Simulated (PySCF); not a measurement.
Sn2S, triplet: structure and spectrum

These are results of UPBE0/[S def2-SVP, Sn def2-SVP with ECP28], scalar-relativistic core potentials, density fitting, no spin–orbit coupling, PySCF, not measurements.

The structure is a saddle point with 1 imaginary mode.

Z-matrix (Å, degrees; charge 0 multiplicity 3):
```
S
Sn 1 2.4382
Sn 1 2.4382 2 87.59
```

```
Point group                                                                   : C2v
Bond lengths                                                                  : Sn–Sn 3.375 Å, S–Sn 2.438 Å (×2)
Bond angles                                                                   : Sn–S–Sn 87.6°, S–Sn–Sn 46.2° (×2)
Highest occupied level (α)                                                    : -4.30 eV
Lowest empty level (β)                                                        : -3.13 eV
Atomisation energy without zero-point energy                                  : 605 kJ/mol
Spin squared ⟨S²⟩                                                             : 2.038
Zero-point energy (real modes)                                                : 2.7 kJ/mol
Principal polarisabilities                                                    : 62.9, 80.5, 375.4 bohr³
Rotational constants                                                          : 0.1929, 0.02469, 0.02189 cm⁻¹
Principal quadrupole moments (Buckingham, traceless) about the centre of mass : -4.59, -1.61, 6.21 D Å
Dipole moment                                                                 : 1.51 D
```

Harmonic modes (masses in u: S 31.972, Sn 119.902):
```tsv
symmetry	ω (cm⁻¹)	IR (km/mol)	μ (u)
b2	305i	–	38.05
a1	90	0.1	96.72
a1	357	18.8	37.62
```

In C2v the vibrations span b2 + 2a1. Here b1 is antisymmetric to the molecular plane and b2 lies in it.

Charges (e):
| atom | Mulliken | Löwdin | polar tensor | spin (Mulliken) | Mayer order to S1 |
| --- | --- | --- | --- | --- | --- |
| S1 | -0.38 | -0.04 | 1.47 | -0.16 | – |
| Sn2,3 | 0.19 | 0.02 | -0.73 | 1.08 | 1.16 |
Other Mayer orders above 0.3: Sn–Sn 0.80.

Mulliken populations on S1: s 5.92, p 10.43, d 0.03.

This need not be the most stable arrangement of these atoms. At this level a singlet minimum of C2v symmetry lies 89 kJ/mol below this structure. No spin–orbit coupling is included, which matters more the heavier the element.

The final relaxation and frequency run took roughly 60 core-seconds on a shared host.
